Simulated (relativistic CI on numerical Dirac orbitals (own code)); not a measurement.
**What each ingredient does to the levels of Ni+**

Base calculation: Dirac-Coulomb-Breit CI, KLI orbitals optimised for each configuration, a model potential for QED, valence Slater integrals scaled by 0.85, P86 correlation energy added to each configuration.

CI space (outside the closed core [Ar]): 3d⁹, 3d⁸4s, 3d⁷4s², 3d⁸4p, 3d⁸4d, 3d⁸5s, 3d⁷4s4p, 3d⁸5p, 3d⁸4f, 3d⁸5d, 3d⁸5f, 3d⁸5g, 3d⁷4s5s, 3d⁷4p². Levels of other configurations are missing.

The lowest level and the first level of each name with at least 55 % of one term (blank where a level has no safe partner in the second run):

| Level | Base (cm⁻¹) | Shift (cm⁻¹) |
| --- | --- | --- |
| 3d⁸4s ⁴F9/2 | 0.0 | 0.0 |
| 3d⁹ ²D5/2 | 776.7 | +3881.6 |
| 3d⁸4s ⁴F7/2 | 915.5 | -0.3 |
| 3d⁸4s ⁴F5/2 | 1673.1 | -3.5 |
| 3d⁸4s ²F7/2 | 5700.2 | -15.5 |
| 3d⁸4s ²F5/2 | 7111.4 | -14.0 |
| 3d⁸4s ²D5/2 | 15685.1 | +5.7 |
| 3d⁸4s ²D3/2 | 16122.9 | +11.0 |
| 3d⁸4s ⁴P5/2 | 17605.7 | -0.4 |
| 3d⁸4s ⁴P3/2 | 17629.9 | -2.9 |
| 3d⁸4s ⁴P1/2 | 17804.0 | -3.9 |
| 3d⁸4s ²P3/2 | 22547.8 | -17.3 |
| 3d⁸4s ²P1/2 | 23092.6 | -17.5 |
| 3d⁸4s ²G9/2 | 23778.8 | -6.7 |

For a near-neutral ion this model can misplace configurations by up to about 10,000 cm⁻¹ (more where the count of f electrons changes) and terms by 10 to 25 % of their spread. Rates follow the energies as ν³ (E1, M1) or ν⁵ (E2), so they and the lifetimes can be off by large factors. The fine structure of a lone outer electron comes out too small, for d and f at times inverted, and misplaced configurations move strength between like terms. 59 of the 59 excited levels that our extract of the measured tables holds in this range could be paired (the sources list more); they are missed by 11625 cm⁻¹ on average and 16069 at most, and levels without a partner can miss by more. Some levels of the ground configuration have no partner and can miss by 10 % or more. The computed lowest level isn't the tabulated ground level, which NIST ASD gives as 3p6 3d9 2D5/2.

(1) One thing was changed in a second run, which moved the levels as shown. Which?
A. Breit term removed
B. valence Slater integrals scaled by 0.75
C. no correlation estimate
D. configuration mixing switched off
E. non-relativistic limit
F. QED terms removed

## Answers

(1) C. No correlation estimate. A correlation estimate moves all levels of a configuration together before mixing; mixed levels move by a weighted share.

LS names give the leading component of a level, which can be under half, so a name can repeat, a term be missing and a line seem to break the LS rules.
